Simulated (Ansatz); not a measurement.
Molecule: 1,1,1,2-tetrafluoroethane, C2H2F4, net charge 0, singlet state. 
Coordinates optimised at B3LYP-D3(BJ)/def2-TZVP (Ansatz, a program for electronic structure):
```
C
F 1 1.3409
F 1 1.3409 2 107.85
F 1 1.3487 2 108.02 3 116.52
C 1 1.5187 2 111.94 3 -123.57
F 5 1.3760 1 109.64 2 60.62
H 5 1.0906 6 109.46 1 119.32
H 5 1.0906 7 110.59 6 -120.67
```
Charge 0, spin multiplicity 1.

Basis-set convergence of Hartree-Fock and CCSD correlation energies (hartree) with Ansatz. Valence correlation only, unless marked. No spin-orbit coupling. No relativistic terms.

| basis | functions | E(HF) | E(corr, CCSD) |
|---|---|---|---|
| aug-cc-pVDZ | 156 | -474.71996 | -1.10849 |
| aug-cc-pVTZ | 322 | -474.85072 | -1.36523 |
| aug-cc-pVQZ | 572 | -474.88296 | -1.45456 |

Extrapolating the two largest sets (X = 3 and 4) as X^-3: E(corr) = (64·(-1.45456) - 27·(-1.36523))/37 = -1.5197 Eh, an estimate of the basis-set limit. The largest set recovers 95.7 % of it, the smallest 72.9 %.
